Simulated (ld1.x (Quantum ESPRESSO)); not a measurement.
## Building the RRKJ potential for terbium (PBE, scalar-relativistic).

ld1.x (Quantum ESPRESSO) 7.5 input, shortened:

```
&input
   title='Tb', zed=65., rel=1, dft='PBE', iswitch=3,
   config='[Xe] 4f8 5d1 6s0 6p0'
 /
 &inputp
   pseudotype=2, tm=.false., lloc=0,
   nlcc=.false.
 /
3
5P  2  1   6.00   0.00  1.70  1.70  0.0
5D  3  2   1.00   0.00  2.65  2.65  0.0
5S  1  0   2.00   0.00  1.80  1.80  0.0
 &test
   configts(1)='5s2 5p6 5d1 6s0 6p0'
 /
```

Poles of the logarithmic derivatives, all-electron (AE) and pseudo (PS). s: poles at -4.8, 1.4 (AE) and -4.8, 0.8 (PS) Ry. p: poles at -2.9, 2.7 (AE) and -2.9, 2.6 (PS) Ry. d: poles at -0.5 (AE) and -0.5 (PS) Ry. Test radius 2.91 bohr.

* Cutoffs needed: 50 Ry and 80 Ry (the cutoffs (Ry, on a coarse ladder) from which the occupation-weighted sum of valence levels, in a spherical-Bessel basis at the reference potential, stays within 10 and 1 mRy of its value at 400 Ry)
* Ghost test: no extra level below or beside the all-electron valence levels (p, d, s, f tested) (spherical-Bessel basis up to 400 Ry, 20 bohr box)
* Largest excitation error: +735 meV (all-electron minus pseudo) for 5s2 5p6 5d1 6s2 6p0, out of 7 test configurations
